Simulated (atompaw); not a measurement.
## Scattering properties, PAW (atompaw) potential for chlorine

| Property | Result |
| --- | --- |
| Element | Cl |
| Generator | atompaw 4.2.0.5 |
| Type | PAW |
| Functional | PBE |
| Relativity | non-relativistic |
| Frozen core | [Ne] |
| Valence charge | 7 |
| Reference configuration | 3s1.75 3p5.25 |
| Partial waves | 3s (bound): rc 1.80 bohr; 3s channel at 3.1 Ry: rc 1.05 bohr; 3p (bound): rc 1.80 bohr; 3p channel at -0.1 Ry: rc 1.80 bohr; 3d channel at 0.2 Ry: rc 1.80 bohr; 3d channel at 1.4 Ry: rc 1.75 bohr |
| Local potential | bessel scheme, radius 1.55 bohr |
| Core correction | smooth core density matched at 1.15 bohr |
| Augmentation charge | besselshape compensation charge, radius 1.70 bohr; PAW radius 1.80 bohr; waves and projectors: custom polynom vanderbiltortho |

The phase is arctan(r·u′/u) with u = r·R(r), unwrapped; energies in Ry, scanned from -4 to 5 Ry. A pole is an energy at which the radial function vanishes at the test radius. The pseudo phase is shifted by a multiple of π to meet the all-electron one at the reference energy, and phase errors are pseudo minus all-electron; the curves can meet again beyond the range given. Levels narrower than the energy grid can be missing from the lists of poles.

Task: For each channel, where are the poles, and over which energies does the pseudopotential scatter like the atom?

Result:

```
channel  radius (bohr)  reference energy (Ry)  poles, all-electron  poles, pseudo  unbroken range about the reference energy with phases within 0.05 rad  phase error 1 Ry above the reference energy (rad)
      s           1.80                  -1.52                 0.61     0.59, 2.06                                                              below 2.0                                             -0.001
      p           1.80                  -0.64                 1.89           1.89                                                        the whole range                                             +0.000
      d           1.80                   0.20                 3.33           3.34                                                        the whole range                                             +0.000
```

Phases in the p channel:

```json
{"E (Ry)": "-4.00", "all-electron": "1.221", "pseudo": "1.221"}
{"E (Ry)": "-3.76", "all-electron": "1.203", "pseudo": "1.203"}
{"E (Ry)": "-3.52", "all-electron": "1.182", "pseudo": "1.182"}
{"E (Ry)": "-3.28", "all-electron": "1.157", "pseudo": "1.157"}
{"E (Ry)": "-3.04", "all-electron": "1.127", "pseudo": "1.127"}
{"E (Ry)": "-2.80", "all-electron": "1.090", "pseudo": "1.090"}
{"E (Ry)": "-2.56", "all-electron": "1.045", "pseudo": "1.045"}
{"E (Ry)": "-2.32", "all-electron": "0.987", "pseudo": "0.987"}
{"E (Ry)": "-2.08", "all-electron": "0.910", "pseudo": "0.910"}
{"E (Ry)": "-1.84", "all-electron": "0.805", "pseudo": "0.805"}
{"E (Ry)": "-1.60", "all-electron": "0.656", "pseudo": "0.656"}
{"E (Ry)": "-1.36", "all-electron": "0.440", "pseudo": "0.440"}
{"E (Ry)": "-1.12", "all-electron": "0.136", "pseudo": "0.136"}
{"E (Ry)": "-0.88", "all-electron": "-0.236", "pseudo": "-0.236"}
{"E (Ry)": "-0.64", "all-electron": "-0.594", "pseudo": "-0.594"}
{"E (Ry)": "-0.40", "all-electron": "-0.869", "pseudo": "-0.869"}
{"E (Ry)": "-0.16", "all-electron": "-1.061", "pseudo": "-1.061"}
{"E (Ry)": "0.08", "all-electron": "-1.195", "pseudo": "-1.195"}
{"E (Ry)": "0.32", "all-electron": "-1.291", "pseudo": "-1.291"}
{"E (Ry)": "0.56", "all-electron": "-1.363", "pseudo": "-1.363"}
{"E (Ry)": "0.80", "all-electron": "-1.418", "pseudo": "-1.418"}
{"E (Ry)": "1.04", "all-electron": "-1.463", "pseudo": "-1.463"}
{"E (Ry)": "1.28", "all-electron": "-1.499", "pseudo": "-1.499"}
{"E (Ry)": "1.52", "all-electron": "-1.530", "pseudo": "-1.530"}
{"E (Ry)": "1.76", "all-electron": "-1.557", "pseudo": "-1.558"}
{"E (Ry)": "2.00", "all-electron": "-1.581", "pseudo": "-1.581"}
{"E (Ry)": "2.24", "all-electron": "-1.603", "pseudo": "-1.603"}
{"E (Ry)": "2.48", "all-electron": "-1.623", "pseudo": "-1.623"}
{"E (Ry)": "2.72", "all-electron": "-1.642", "pseudo": "-1.642"}
{"E (Ry)": "2.96", "all-electron": "-1.660", "pseudo": "-1.660"}
{"E (Ry)": "3.20", "all-electron": "-1.678", "pseudo": "-1.678"}
{"E (Ry)": "3.44", "all-electron": "-1.695", "pseudo": "-1.695"}
{"E (Ry)": "3.68", "all-electron": "-1.712", "pseudo": "-1.713"}
{"E (Ry)": "3.92", "all-electron": "-1.730", "pseudo": "-1.731"}
{"E (Ry)": "4.16", "all-electron": "-1.749", "pseudo": "-1.749"}
{"E (Ry)": "4.40", "all-electron": "-1.768", "pseudo": "-1.769"}
{"E (Ry)": "4.64", "all-electron": "-1.789", "pseudo": "-1.790"}
{"E (Ry)": "4.88", "all-electron": "-1.811", "pseudo": "-1.813"}
```
